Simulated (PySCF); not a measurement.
Molecule: SMILES C=C[Si](C)(C)C, C5H12Si.

Geometry:
```
atom   x (Å)   y (Å)   z (Å)
  C1   2.490  -0.484   0.468
  C2   1.418   0.240   0.809
 Si3  -0.273   0.107   0.001
  C4  -0.750   1.788  -0.703
  C5  -1.535  -0.398   1.306
  C6  -0.221  -1.178  -1.371
  H7   3.458  -0.373   0.970
  H8   2.454  -1.229  -0.336
  H9   1.541   0.965   1.627
 H10  -1.747   1.753  -1.171
 H11  -0.026   2.117  -1.465
 H12  -0.778   2.555   0.088
 H13  -1.562   0.329   2.133
 H14  -2.548  -0.455   0.875
 H15  -1.289  -1.383   1.731
 H16   0.507  -0.905  -2.151
 H17   0.051  -2.171  -0.981
 H18  -1.208  -1.266  -1.852
```

Geometry PBE0-D3(BJ)/def2-SVP throughout; GIAO in PySCF, gas phase, one conformer, non-relativistic; equivalent atoms averaged; basis pcSseg-1.

For orientation, WP04 gives these absolute shieldings σ: C2 26.4, C1 34.7, C4/C5/C6 173.6, Si3 345.6, H9 25.67, H7 25.79, H8 26.02, H10/H11/H12/H13/H14/H15/H16/H17/H18 31.47 ppm.

A run gave: C2 31.5, C1 42.1, C4/C5/C6 181.4, Si3 340.6, H9 24.88, H7 25.13, H8 25.38, H10/H11/H12/H13/H14/H15/H16/H17/H18 31.18 ppm (absolute shieldings σ).

Problem. Which functional was used in that run?
A. B97-2
B. BP86
C. KT2
D. KT3
E. OPBE

Solution. B. Si3 tells them apart best: BP86 gives 340.6, B97-2 gives 363.8, OPBE gives 367.1, KT3 gives 372.9, KT2 gives 368.1 ppm.
